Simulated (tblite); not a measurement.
Isomers of C3H11ClSi2. Method: GFN2-xTB as coded in tblite; computed harmonic values from a numerical Hessian at the method's own geometry, unscaled. This tight-binding method is rough: wavenumbers can miss measured ones by several per cent, in bad cases by 10 to 20. Modes of hydrogen on silicon can be 10 to 20 % off. One conformer each.

Electronic energies: GFN2-xTB at the same geometries; isomer energies are rough at this level and their order can be wrong.

| SMILES | electronic energy, lowest = 0 (kcal/mol) |
| --- | --- |
| C[SiH2]C[SiH2]CCl | 35.6 |
| C[Si@H]([SiH3])CCCl | 36.2 |
| CC[SiH2][SiH2]CCl | 38.8 |
| C[SiH2][C@@H](C)[SiH2]Cl | 0.0 |
| [SiH3]CC[SiH2]CCl | 33.8 |
| C[SiH2][Si@@H](C)CCl | 41.3 |
| CC[Si@@H]([SiH3])CCl | 38.6 |

Question: How do GFN2-xTB zero-point energies change the relative energies?

Answer: 
```json
{"SMILES": "C[SiH2][C@@H](C)[SiH2]Cl", "ZPE (kcal/mol)": "79.0", "of it from modes above 1550 cm⁻¹": "42.9", "electronic (kcal/mol)": "0.0", "with ZPE, lowest = 0 (kcal/mol)": "0.0", "lowest mode (cm⁻¹)": "30", "rings": "0"}
{"SMILES": "[SiH3]CC[SiH2]CCl", "ZPE (kcal/mol)": "77.0", "of it from modes above 1550 cm⁻¹": "41.6", "electronic (kcal/mol)": "33.8", "with ZPE, lowest = 0 (kcal/mol)": "31.8", "lowest mode (cm⁻¹)": "20", "rings": "0"}
{"SMILES": "C[SiH2]C[SiH2]CCl", "ZPE (kcal/mol)": "77.8", "of it from modes above 1550 cm⁻¹": "42.8", "electronic (kcal/mol)": "35.6", "with ZPE, lowest = 0 (kcal/mol)": "34.4", "lowest mode (cm⁻¹)": "39", "rings": "0"}
{"SMILES": "C[Si@H]([SiH3])CCCl", "ZPE (kcal/mol)": "78.1", "of it from modes above 1550 cm⁻¹": "42.7", "electronic (kcal/mol)": "36.2", "with ZPE, lowest = 0 (kcal/mol)": "35.3", "lowest mode (cm⁻¹)": "30", "rings": "0"}
{"SMILES": "CC[Si@@H]([SiH3])CCl", "ZPE (kcal/mol)": "78.4", "of it from modes above 1550 cm⁻¹": "42.7", "electronic (kcal/mol)": "38.6", "with ZPE, lowest = 0 (kcal/mol)": "37.9", "lowest mode (cm⁻¹)": "18i", "rings": "0"}
{"SMILES": "CC[SiH2][SiH2]CCl", "ZPE (kcal/mol)": "78.6", "of it from modes above 1550 cm⁻¹": "42.6", "electronic (kcal/mol)": "38.8", "with ZPE, lowest = 0 (kcal/mol)": "38.4", "lowest mode (cm⁻¹)": "14i", "rings": "0"}
{"SMILES": "C[SiH2][Si@@H](C)CCl", "ZPE (kcal/mol)": "78.8", "of it from modes above 1550 cm⁻¹": "43.9", "electronic (kcal/mol)": "41.3", "with ZPE, lowest = 0 (kcal/mol)": "41.1", "lowest mode (cm⁻¹)": "9", "rings": "0"}
```

The zero-point energies span 2.0 kcal/mol, from `[SiH3]CC[SiH2]CCl` to `C[SiH2][C@@H](C)[SiH2]Cl`. Slightly imaginary modes are left out of the zero-point energy: `CC[Si@@H]([SiH3])CCl` 17.5i cm⁻¹ and `CC[SiH2][SiH2]CCl` 13.8i cm⁻¹. The order is unchanged.

Question: What do entropy and thermal enthalpy add at 298.15 K and 1 bar (rigid rotor, harmonic oscillator, one conformer each)?

Answer: 
| SMILES | point group | symmetry number | S (cal/(mol K)) | H − H(0) (kcal/mol) | ZPE + H − H(0) − TS (kcal/mol) |
| --- | --- | --- | --- | --- | --- |
| C[SiH2][C@@H](C)[SiH2]Cl | C1 | 1 | 101.9 | 7.23 | 55.8 |
| C[SiH2]C[SiH2]CCl | C1 | 1 | 102.4 | 7.26 | 54.5 |
| C[Si@H]([SiH3])CCCl | C1 | 1 | 106.5 | 7.56 | 53.9 |

Not tabulated: `[SiH3]CC[SiH2]CCl` (lowest mode only 20 cm⁻¹); `CC[Si@@H]([SiH3])CCl` (lowest mode only 18i cm⁻¹); `CC[SiH2][SiH2]CCl` (lowest mode only 14i cm⁻¹); `C[SiH2][Si@@H](C)CCl` (lowest mode only 9 cm⁻¹).
